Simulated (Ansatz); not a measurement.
Pd3O3⁻, relaxed as a doublet with UKS r2SCAN-D4/def2-SVPD in Ansatz, starting from the GFN2-xTB geometry. Force threshold 0.02 eV/Å.

In the def2 sets Pd takes a core potential; there is no spin–orbit coupling. The charge -1 doublet is spin-contaminated (final ⟨S²⟩ up to 1.85, 0.75 for a pure state). Another isomer (doublet) lies 0.02 eV lower at PBE0-D4/def2-TZVPD; other spin states weren't run for this one.

Start:

```xyz
6

Pd    1.0263    0.3505    1.2951
Pd   -0.0316   -0.9344   -0.5370
Pd   -1.0756    1.2673   -0.4729
O    -0.0052    2.0094    1.0719
O    -1.1401   -1.1060   -1.8273
O     1.2263   -1.5868    0.4702
```

```tsv
step	energy (eV)	largest force component (eV/Å)	SCF passes
1	-16576.5366	3.427	91
2	-16577.0370	1.606	67
3	-16577.5266	1.135	111
4	-16577.8982	1.421	64
5	-16578.2172	0.780	69
6	-16578.2648	0.327	71
7 (rejected)	-16578.2327	0.605	62
8	-16578.2731	0.050	52
9	-16578.2732	0.009	55
```

Force components are those of the run's own axes.

End:

```xyz
6

Pd    0.9327    0.3486    1.1952
Pd    0.0603   -1.3315   -0.6418
Pd   -0.9677    0.9954   -0.5195
O    -0.0900    1.9499    0.9386
O    -1.3489   -0.5062   -1.7296
O     1.4136   -1.4563    0.7572
```

Bonds formed: Pd3–O5 (atoms count from 1). The end is the same structure that another start reached, the lowest one found.

No frequencies were taken in this run, so the end may be a saddle point.

Hardware: 4 threads of Intel Xeon on a shared host. Wall time 4.9 min.
